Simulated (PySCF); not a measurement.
Correlation energy of P¹⁰⁺ (phosphorus, charge +10)

Starting occupation: [He] 2s2 2p1, 2p1/2 with m_j = +1/2. Computed with PySCF 2.14 in an even-tempered Gaussian basis (18 s from 1.4 bohr⁻², ratio 2.4; 11 p from 1.9 bohr⁻², ratio 2.4; 5 d from 7.1 bohr⁻², ratio 2.6; 5 f from 11 bohr⁻², ratio 2.6), with X2C-1e with screened-nucleus spin-orbit coupling, Gaussian nucleus. Frozen: nothing; 5 electrons correlated; the 36 highest virtual spinors left out.

MP2 pair energies summed by pair of shells (mhartree):

| pair | energy | share (%) |
| --- | --- | --- |
| 2s1/2-2s1/2 | -66.44 | 41.9 |
| 1s1/2-1s1/2 | -40.56 | 25.6 |
| 2p1/2-2s1/2 | -31.45 | 19.8 |
| 1s1/2-2s1/2 | -12.16 | 7.7 |
| 1s1/2-2p1/2 | -7.89 | 5.0 |

Total MP2 correlation energy: -158.51 mhartree.
